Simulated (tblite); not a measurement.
Compound: C6H14S2Si.
Bonds: C1–C2, C2–C3, C2–C4, C2–Si5, Si5–S6, S6–C7, C7–C8, C8–S9, Si5–S9. Hydrogens: H10, H11, H12 on C1; H13, H14, H15 on C3; H16, H17, H18 on C4; H19 on Si5; H20, H21 on C7; H22, H23 on C8.

Computed with GFN2-xTB (tblite), gas phase: L-BFGS steps from a force-field or distance-geometry start until the largest atomic force falls under 0.01 eV/Å.

Step 0: E = -769.0052 eV
```
atom  x, y, z in Å  |  force x, y, z in eV/Å
C1     -2.1803   -0.3936    1.2262   -0.339   0.155  -0.032
C2     -1.2873   -0.0350    0.0119   -0.198  -0.331   0.332
C3     -2.1158    0.7882   -0.9736   -0.576   0.501   0.112
C4     -0.8767   -1.3518   -0.6829    0.167  -0.356   0.490
Si5     0.2570    0.9778    0.6209   -0.489  -0.095  -0.194
S6      1.6126    1.3367   -1.0121    0.247   0.014  -0.079
C7      3.1431    0.7517   -0.1949   -0.011  -0.100   0.734
C8      2.8768   -0.4984    0.6493    0.021   0.345  -0.493
S9      1.5453   -0.2090    1.8642    0.132  -0.073   0.251
H10    -1.6701   -1.0191    1.9629    0.100   0.141  -0.233
H11    -3.0820   -0.9443    0.9005    0.456   0.228   0.011
H12    -2.5373    0.5071    1.7504    0.240  -0.247  -0.265
H13    -1.5600    1.0418   -1.8697    0.216  -0.015  -0.008
H14    -3.0114    0.2370   -1.2991    0.303   0.074   0.204
H15    -2.4702    1.7418   -0.5283    0.275  -0.582  -0.132
H16    -1.7639   -1.9164   -0.9896    0.117   0.232   0.003
H17    -0.2589   -1.1754   -1.5593   -0.035   0.120  -0.041
H18    -0.3102   -2.0208   -0.0043   -0.246   0.468  -0.213
H19    -0.1141    2.2481    1.2944    0.208  -0.429  -0.169
H20     3.5498    1.5562    0.4397   -0.308  -0.157  -0.175
H21     3.8843    0.5363   -0.9583   -0.102  -0.048  -0.218
H22     3.7750   -0.7950    1.1865   -0.018   0.140   0.189
H23     2.5895   -1.3369    0.0166   -0.160   0.014  -0.075
```

Step 1: E = -769.0511 eV
```
atom  x, y, z in Å  |  force x, y, z in eV/Å
C1     -2.1852   -0.3914    1.2258   -0.011   0.005   0.012
C2     -1.2901   -0.0397    0.0167   -0.248  -0.120   0.104
C3     -2.1240    0.7953   -0.9720    0.026  -0.018  -0.032
C4     -0.8744   -1.3569   -0.6760   -0.003   0.036   0.052
Si5     0.2501    0.9764    0.6181   -0.284  -0.195  -0.181
S6      1.6161    1.3369   -1.0133    0.170   0.000  -0.003
C7      3.1429    0.7503   -0.1844    0.067  -0.098   0.124
C8      2.8771   -0.4935    0.6423    0.048   0.047  -0.119
S9      1.5472   -0.2100    1.8678    0.082  -0.011   0.125
H10    -1.6686   -1.0171    1.9596    0.064   0.143  -0.215
H11    -3.0755   -0.9410    0.9007    0.206   0.097  -0.053
H12    -2.5339    0.5036    1.7466    0.137  -0.041  -0.143
H13    -1.5569    1.0416   -1.8698    0.105  -0.030   0.119
H14    -3.0071    0.2380   -1.2962    0.108   0.010   0.130
H15    -2.4662    1.7335   -0.5302    0.102  -0.160   0.057
H16    -1.7622   -1.9131   -0.9895    0.078   0.160   0.008
H17    -0.2594   -1.1736   -1.5599   -0.100   0.089   0.102
H18    -0.3137   -2.0142   -0.0073   -0.030   0.192   0.053
H19    -0.1112    2.2420    1.2920    0.172  -0.342  -0.129
H20     3.5454    1.5540    0.4372   -0.203   0.011   0.002
H21     3.8829    0.5356   -0.9614   -0.227   0.004  -0.026
H22     3.7748   -0.7930    1.1892   -0.121   0.160   0.092
H23     2.5872   -1.3367    0.0156   -0.139   0.061  -0.080
```

**Question.** Estimate the geometry and energy of step 2. (The exact step hangs on the optimiser's Hessian estimate; all steps are aligned on step 1, rigid shifts and turns removed.)

**Answer.** E = -769.0701 eV, largest force 0.315 eV/Å
```
atom  x, y, z in Å  |  force x, y, z in eV/Å
C1     -2.1866   -0.3908    1.2259    0.092  -0.009  -0.029
C2     -1.2960   -0.0434    0.0200   -0.116   0.000  -0.065
C3     -2.1255    0.7967   -0.9723    0.196  -0.195   0.003
C4     -0.8738   -1.3573   -0.6732   -0.088   0.173  -0.046
Si5     0.2424    0.9720    0.6136   -0.068  -0.265  -0.156
S6      1.6205    1.3369   -1.0136    0.072  -0.013   0.037
C7      3.1443    0.7479   -0.1793    0.005  -0.012  -0.102
C8      2.8782   -0.4913    0.6381   -0.027  -0.104   0.077
S9      1.5494   -0.2105    1.8713    0.031   0.041   0.012
H10    -1.6669   -1.0136    1.9543    0.101   0.068  -0.114
H11    -3.0696   -0.9382    0.8996    0.018  -0.008  -0.082
H12    -2.5302    0.5019    1.7427    0.066   0.091  -0.051
H13    -1.5540    1.0409   -1.8673    0.098  -0.029   0.107
H14    -3.0038    0.2385   -1.2928   -0.012  -0.038   0.059
H15    -2.4631    1.7282   -0.5295    0.031   0.024   0.125
H16    -1.7602   -1.9090   -0.9894    0.010   0.079  -0.010
H17    -0.2616   -1.1714   -1.5579   -0.075   0.097   0.098
H18    -0.3152   -2.0085   -0.0070    0.060   0.066   0.156
H19    -0.1068    2.2334    1.2887    0.132  -0.255  -0.089
H20     3.5401    1.5537    0.4367   -0.130   0.077   0.081
H21     3.8778    0.5355   -0.9627   -0.181   0.007  -0.009
H22     3.7722   -0.7892    1.1918   -0.105   0.127   0.065
H23     2.5837   -1.3354    0.0136   -0.109   0.078  -0.068
```

The energy changes by -0.0190 eV. The first-order estimate −F·Δx gives -0.0271 eV and the mean of the old and new forces, exact on a quadratic surface, -0.0190 eV. The step makes an angle of 12° with the force vector and moves no atom by more than 0.010 Å.

The cost below is that of the whole relaxation. Time: 1.0 s of wall time. Hardware: an Arm Neoverse V1 with one thread, no GPU, shared host with 32 logical CPUs at a one-minute load of 28.
